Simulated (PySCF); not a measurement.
Computed IR spectrum (relative IR intensity) of a molecule CH3Cl2NSi2. Geometry optimised at PBE-D3(BJ)/def2-SVP. Other conformers were not sampled. These are PBE-D3(BJ)/def2-SVP in PySCF values and carry that method's errors. Frequencies are harmonic and unscaled.

Lines under 2 % of the strongest are left out, and lines within 2 cm⁻¹ are merged.

| ν (cm⁻¹) | relative intensity |
|---|---|
| 154 | 2.8 |
| 259 | 11 |
| 440 | 7.6 |
| 444 | 4.5 |
| 523 | 83 |
| 602 | 93 |
| 626 | 46 |
| 724 | 17 |
| 732 | 100 |
| 864 | 29 |
| 894 | 51 |
| 1238 | 9.9 |
| 1529 | 26 |
| 2137 | 65 |
| 2159 | 54 |
| 2954 | 31 |

**Question.** Identify the compound among the candidates.
A) Cl[Si]1(Cl)N=C[SiH2]1
B) Cl[Si]1(Cl)C=N[SiH2]1
C) Cl[Si@H]1C=N[Si@@H]1Cl

**Answer.** A, Cl[Si]1(Cl)N=C[SiH2]1
